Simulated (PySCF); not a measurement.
**How methods differ on the ionisation energy of Pb**

Pb [Xe] 4f14 5d10 6s2 6p2 (3P) → Pb⁺ [Xe] 4f14 5d10 6s2 6p1 (2P), as a difference of total energies. Calculation: PySCF 2.14, in aug-cc-pVQZ-PP with ECP60MDF; scalar relativity through the core potential. Correlated levels: valence: 5s2 5p6 5d10 frozen. The calculations carry no spin-orbit coupling.

```csv
method,ionisation energy (eV)
UHF,6.563
LDA,7.160
PBE0,7.014
r2SCAN,7.094
MN15,7.045
M06,6.658
MP2 (valence),6.852
SCS-MP2 (valence),6.788
```

Problem. Estimate what B97-3 gives.

Solution. 6.792 eV, closest to SCS-MP2 (valence) among the rows shown.

Problem. Estimate what PBE gives.

Solution. 6.978 eV, closest to PBE0 among the rows shown.

Spin-orbit coupling is strong in these open shells (close to jj coupling). The scalar numbers leave it out and a first-order estimate fails, so it can dominate the gap to the real levels.

Errors of the correlated levels include the incompleteness of this basis and the frozen core.

For comparison: 7.417 eV (measured; NIST Atomic Spectra Database, ionization energies).
